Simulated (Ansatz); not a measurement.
Two isomers of H6OSSi2: A = `O[SiH2][SiH2]S`, B = `[SiH3]O[SiH2]S`.

Isolated molecules relaxed with PBE0-D4/def2-TZVP in Ansatz; ΔE leaves out vibrations. CBS: MP2 limit from def2 TZ/QZ plus the TZ coupled-cluster correction, frozen cores. DFT in def2-TZVPP. B3LYP here is the variant with VWN-RPA as its local correlation; programs differ in this. Each species was taken in one conformer, which may not be the lowest.

(1) Which isomer does CCSD(T)/CBS put lower? Give the gap. (Estimate.)

(2) Give E(B) − E(A) in kJ/mol with BLYP-D4, PBE0-D4, PBE-D4, B3LYP-D4, LDA (SPW92), MP2/def2-TZVPP, B2PLYP. (Best estimate.)

(3) Does the order hold for the free energy at 298.15 K (harmonic terms from PBE0-D4)? (An estimate is asked.)

Largest T1 diagnostic: 0.012.

## Answers

(1) The calculation gave: B, by 121.8 kJ/mol.

(2) Ansatz gave: BLYP-D4 -113.7, PBE0-D4 -102.5, PBE-D4 -92.6, B3LYP-D4 -120.5, LDA (SPW92) -94.5, MP2/def2-TZVPP -130.1, B2PLYP -126.4. None reverses the order clearly.

(3) Computed: Yes: G(B) − G(A) = -127.2 kJ/mol, for one conformer each. Modes under 60 cm⁻¹, often nearly free rotors, make the harmonic entropy too high.

Leaving LDA and LC-ωPBE aside and taking each functional with its dispersion term where it has one, the values, not all of them listed here, spread over 40.1 kJ/mol, from BHLYP-D4 to PBE-D4. From PBE to PBE0 (25 % exact exchange), in def2-TZVPP and without D4, E(B) − E(A) moves by −9.8 kJ/mol.
